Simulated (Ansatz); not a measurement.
Mulliken charges of `B[Se][GeH3]` from ωB97M-V/def2-TZVPP in Ansatz (PBE0-D4/def2-TZVP geometry).

```json
{"atom": "B1", "x (Å)": "-0.972", "y (Å)": "1.154", "z (Å)": "-1.047", "charge (e)": "-0.206"}
{"atom": "Se2", "x (Å)": "0.891", "y (Å)": "0.797", "z (Å)": "-0.894", "charge (e)": "-0.120"}
{"atom": "Ge3", "x (Å)": "0.811", "y (Å)": "-0.884", "z (Å)": "0.775", "charge (e)": "0.070"}
{"atom": "H4", "x (Å)": "-1.775", "y (Å)": "0.560", "z (Å)": "-0.396", "charge (e)": "0.075"}
{"atom": "H5", "x (Å)": "-1.284", "y (Å)": "1.997", "z (Å)": "-1.830", "charge (e)": "0.084"}
{"atom": "H6", "x (Å)": "0.607", "y (Å)": "-0.224", "z (Å)": "2.146", "charge (e)": "0.028"}
{"atom": "H7", "x (Å)": "2.158", "y (Å)": "-1.618", "z (Å)": "0.737", "charge (e)": "0.033"}
{"atom": "H8", "x (Å)": "-0.344", "y (Å)": "-1.838", "z (Å)": "0.455", "charge (e)": "0.037"}
```

By hand: the dipole of these point charges (1 e Å = 4.8032 D).

Σ q r = (-0.015, -0.313, 0.295) e Å, of length 0.430 e Å = 2.07 D.

How does the dipole of the full density compare? (Estimate.)

The calculation gave: (0.020, -0.188, 0.182) e Å, 1.26 D; the point charges give 1.64 times that, at 6° from its direction.

Point charges leave out the atoms' own dipoles, such as those of lone pairs, and Mulliken's split depends on the basis, so the two needn't agree.
